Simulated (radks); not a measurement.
Nd I, configuration [Xe] 4f4 6s2 (the NIST ground configuration). All-electron calculation, scalar-relativistic Kohn-Sham, PBEsol, spin-polarised, spherical densities, point nucleus; open shells are filled with parallel spins first (spin-orbit coupling, left out, can overturn this in heavy ions); hard spherical wall at 8 bohr. Program: a radial shooting solver on a logarithmic mesh with Libxc functionals.

Normalised radial functions P(r) = r R(r), r in bohr:

```
   r/bohr * 5p down, o 4f up (the largest magnitude, 0.959, reaches the edge; | marks zero, & curves that meet)
 0.001296                             &
 0.001497                             &
 0.001728                             &
 0.001996                             &
 0.002305                             &
 0.002684                             &
 0.003099                             &
 0.003579                             &
 0.004134                             &
 0.004774                             &
 0.005513                             &
 0.006419                             o*
 0.007413                             o*
 0.008561                             o*
 0.009887                             o*
  0.01142                             o*
  0.01329                             o *
  0.01535                             o *
  0.01773                             o *
  0.02047                             o  *
  0.02365                             o  *
  0.02753                             o   *
  0.03179                             o    *
  0.03672                             o    *
   0.0424                             o    *
  0.04897                             o     *
  0.05701                             o     *
  0.06584                             o    *
  0.07604                             |o  *
  0.08781                             |o*
   0.1014                             *o
   0.1171                           * | o
   0.1363                        *    |  o
   0.1575                      *      |   o
   0.1819                     *       |     o
     0.21                     *       |       o
   0.2425                       *     |          o
   0.2824                           * |             o
   0.3261                             | *              o
   0.3766                             |      *            o
   0.4349                             |          *           o
   0.5023                             |           *            o
   0.5848                             |          *               o
   0.6753                             |     *                    o
   0.7799                            *|                         o
   0.9007                     *       |                        o
     1.04             *               |                      o
    1.211        *                    |                   o
    1.399     *                       |                o
    1.615     *                       |             o
    1.865       *                     |           o
    2.154           *                 |        o
    2.488               *             |      o
    2.896                    *        |    o
    3.345                       *     |   o
    3.863                          *  |  o
    4.461                           * | o
    5.152                            *|o
    5.998                             *o
    6.927                             &
        8                             &
```

5p down: eigenvalue -20.376 eV, 3 radial nodes at r = 0.102, 0.303, 0.771 bohr, <r> = 1.75 bohr, 90 % of the charge inside 2.58 bohr. 4f up: eigenvalue -1.763 eV, 0 radial nodes, <r> = 1.10 bohr, 90 % of the charge inside 1.96 bohr.
